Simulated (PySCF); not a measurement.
# Broadened absorption spectrum of (OH)3Zr-NH-SiH3

Species: (OH)3Zr-NH-SiH3 (singlet state).
Bonds: Zr1–O2, Zr1–O3, Zr1–O4, Zr1–N5, N5–Si6. Hydrogens: H7 on O2; H8 on O3; H9 on O4; H10 on N5; H11, H12, H13 on Si6.

The calculation used TDDFT wB97X-D/def2-SVPD, vertical, gas phase, core orbitals frozen in the response, def2 core potentials past Kr in PySCF 2.14.0, density-fitted response routines. Geometry: PBE0-D3(BJ)/def2-SVP; no solvent, vibrations or thermal averaging. Spin–orbit coupling is left out.

Computed states:

| state | E (eV) | f |
| --- | --- | --- |
| S1 | 5.91 | 0.0019 |
| S2 | 6.30 | 0.0098 |
| S3 | 6.86 | 0.121 |
| S4 | 7.00 | 0.0026 |
| S5 | 7.10 | 0.0063 |
| S6 | 7.31 | 0.044 |
| S7 | 7.48 | 0.0094 |
| S8 | 7.52 | 0.011 |
| S9 | 7.61 | 0.081 |
| S10 | 7.67 | 0.0063 |

Broadening: Gaussians 0.25 eV wide at half height, area fixed by f = 4.319×10⁻⁹ ∫ε dν̃. The cross-section is σ = 3.8235×10⁻²¹ ε cm², given in Mb (10⁻¹⁸ cm²). The width is an assumption, not a result. The curve ends short of the highest state used, and states not computed would add to its high-energy end.

(1) What does the envelope look like, and where are its maxima?

(2) Coming from long wavelengths, where does ε first pass 100 L mol⁻¹ cm⁻¹?

(3) On this curve, what absorbance would a 10⁻⁵ mol/L sample give at 222 nm over a 1 cm path?

Results:

(1) 
| λ (nm) | σ (Mb) |
| --- | --- |
| 175.3 | 11.06 |
| 176.2 | 15.49 |
| 177.1 | 22.53 |
| 178.0 | 31.41 |
| 178.8 | 39.50 |
| 179.7 | 46.81 |
| 180.6 | 50.26 |
| 181.5 | 48.86 |
| 182.4 | 43.03 |
| 183.3 | 34.40 |
| 184.1 | 26.04 |
| 185.0 | 17.46 |
| 185.9 | 10.71 |
| 186.8 | 6.03 |
| 187.7 | 3.16 |
| 188.6 | 1.62 |
| 189.4 | 0.99 |
| 190.3 | 0.81 |
| 191.2 | 1.01 |
| 192.1 | 1.45 |
| 193.0 | 2.06 |
| 193.8 | 2.66 |
| 194.7 | 3.30 |
| 195.6 | 3.79 |
| 196.5 | 4.03 |
| 197.4 | 3.98 |
| 198.3 | 3.65 |
| 199.1 | 3.20 |
| 200.0 | 2.59 |
| 200.9 | 1.98 |
| 201.8 | 1.44 |
| 202.7 | 1.03 |
| 203.6 | 0.76 |
| 204.4 | 0.63 |
| 205.3 | 0.59 |
| 206.2 | 0.61 |
| 207.1 | 0.67 |
| 208.0 | 0.74 |
| 208.9 | 0.78 |
| 209.7 | 0.79 |
| 210.6 | 0.77 |
| 211.5 | 0.70 |
| 212.4 | 0.61 |
| 213.3 | 0.50 |
| 214.2 | 0.39 |
| 215.0 | 0.30 |
| 215.9 | 0.22 |
| 216.8 | 0.15 |
| 217.7 | 0.10 |
| 218.6 | 0.06 |
| 219.4 | 0.04 |
| 220.3 | 0.02 |
| 221.2 | 0.01 |
| 222.1 | 0.01 |
| 223.0 | 0.00 |
| 223.9 | 0.00 |

Maxima: 210 nm (5.92 eV), ε about 210, made up of S1 (99%); 197 nm (6.30 eV), ε about 1100, made up of S2 (100%); 181 nm (6.86 eV), ε about 13000, made up of S3 (99%) (ε in L mol⁻¹ cm⁻¹; maxima over ε = 5, shares over 10%).

(2) At about 214 nm (5.79 eV), 0.13 eV below S1.

(3) 222 nm is 5.585 eV, where ε is about 1.7 L mol⁻¹ cm⁻¹, so A = ε c l ≈ 1.7e-05 (Beer–Lambert, with the gas-phase spectrum and the assumed width).

The vertical ionisation energy (ΔSCF) is 9.12 eV, 1.45 eV above S10.
